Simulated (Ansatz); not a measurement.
BClHNZn. Total charge 0; spin multiplicity 1. For Zn the d shell is correlated and the shells below it are frozen. Scalar relativity is left out up to krypton. The bonds changed during the relaxation, so this is another structure than the one it started from.

```xyz
5

Cl    1.554   -1.394    0.686
B     0.483   -0.087    0.646
N    -0.297    0.870    0.623
Zn   -0.816   -1.025   -2.553
H    -0.925    1.635    0.598
```

Give the diagnostics of a CCSD(T)/def2-TZVPP run (frozen core, the Gaussian-basis code of Ansatz). (An estimate is asked.)

Ansatz gave: T1 = 0.0148, largest single amplitude 0.027, largest double 0.081, (T) share of the correlation energy 3.8 %, 10 CCSD cycles. The RHF solution is stable towards an unrestricted one. T1 lies under the customary mark of 0.02 for closed shells.
